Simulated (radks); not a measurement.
Isoelectronic series with 34 electrons, each ion in its NIST ground configuration. Method: scalar-relativistic Kohn-Sham, SCAN, spin-polarised, spherical densities, finite nucleus; open shells are filled with parallel spins first (spin-orbit coupling, left out, can overturn this in heavy ions); meta-GGA in the generalised Kohn-Sham scheme; Fermi nuclear charge, rms radius of each element as measured or else 0.836 A^(1/3) + 0.57 fm; computed with a radial shooting solver on a logarithmic mesh with Libxc functionals. Total energies (hartree) and orbital eigenvalues (hartree):

ion,configuration,E (hartree),4p down,4p up
Se,[Ar] 3d10 4s2 4p4,-2430.60201,-0.20466,-0.27672
Kr2+,[Ar] 3d10 4s2 4p4,-2789.53548,-1.09716,-1.19398
Sr4+,[Ar] 3d10 4s2 4p4,-3175.97026,-2.32618,-2.44415
Zr6+,[Ar] 3d10 4s2 4p4,-3590.00121,-3.85267,-3.99020
Mo8+,[Ar] 3d10 4s2 4p4,-4031.79470,-5.66118,-5.81738
Ru10+,[Ar] 3d10 4s2 4p4,-4501.56457,-7.74400,-7.91834
Pd12+,[Ar] 3d10 4s2 4p4,-4999.55470,-10.09702,-10.28912
Cd14+,[Ar] 3d10 4s2 4p4,-5526.03463,-12.71799,-12.92757
Sn16+,[Ar] 3d10 4s2 4p4,-6081.30444,-15.60553,-15.83257
Te18+,[Ar] 3d10 4s2 4p4,-6665.68144,-18.75947,-19.00378
Xe20+,[Ar] 3d10 4s2 4p4,-7279.52060,-22.17984,-22.44134
Ba22+,[Ar] 3d10 4s2 4p4,-7923.1912,-25.86711,-26.14574
Ce24+,[Ar] 3d10 4s2 4p4,-8597.0968,-29.82205,-30.11778
Nd26+,[Ar] 3d10 4s2 4p4,-9301.6652,-34.04567,-34.35848
Sm28+,[Ar] 3d10 4s2 4p4,-10037.3260,-38.53920,-38.86908
Gd30+,[Ar] 3d10 4s2 4p4,-10804.6145,-43.30400,-43.65097
Dy32+,[Ar] 3d10 4s2 4p4,-11604.0393,-48.34163,-48.70569
